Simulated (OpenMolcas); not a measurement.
Pt4+ among 8 point charges of -1 e arranged as a cube (Oh), 1.83 Å from the ion.
```
   1.0566    1.0566    1.0566  -1.00
   1.0566    1.0566   -1.0566  -1.00
   1.0566   -1.0566    1.0566  -1.00
   1.0566   -1.0566   -1.0566  -1.00
  -1.0566    1.0566    1.0566  -1.00
  -1.0566    1.0566   -1.0566  -1.00
  -1.0566   -1.0566    1.0566  -1.00
  -1.0566   -1.0566   -1.0566  -1.00
```

```json
{"Program": "OpenMolcas", "Method": "CASSCF", "Basis": "ANO-RCC-VDZP [7s6p4d2f]", "Scalar Hamiltonian": "DKH2, point nucleus", "Active space": "6 electrons in 5 orbitals (5d)", "State averaging": "2S+1 = 5 even, 5 roots; 2S+1 = 3 even, 45 roots; 2S+1 = 1 even, 50 roots", "Spin-orbit coupling": "RASSI with atomic mean-field integrals over the reference wave functions"}
```

Q: What is the spin-free ground state (labels of O, the rotations of Oh)?

A: 5E, 2-fold in its orbital part, 100 % from free-ion D terms; it has the highest spin that d6 allows.

Q: Where is the first state of the same spin?

A: 5T2 at 6800 cm-1 above the ground state.

Q: What are the lowest two levels with spin-orbit coupling?

A: A 1-fold level A1, then a 2-fold level E 194.4 cm-1 above it. Their leading multiplicities are 5 (83 %) and 5 (78 %).

Q: What is χT at 300 K?

A: 3.89 cm3 K/mol.

Spin-orbit coupling mixes the spin-free states strongly: the lowest level takes only 67 % from its leading state, 5E. An orbital doublet at a regular site is open to a Jahn-Teller distortion, which this geometry leaves out. Without dynamic correlation the repulsion within the d shell is too large (B by tens of per cent), so at a given field states of lower spin stand too high. Point charges give a weaker field than real ligands, and real ions of this kind are as a rule low spin; the high spin found here belongs to the model. This is an electrostatic model: the charges have no orbitals. No measured value stands beside these numbers.
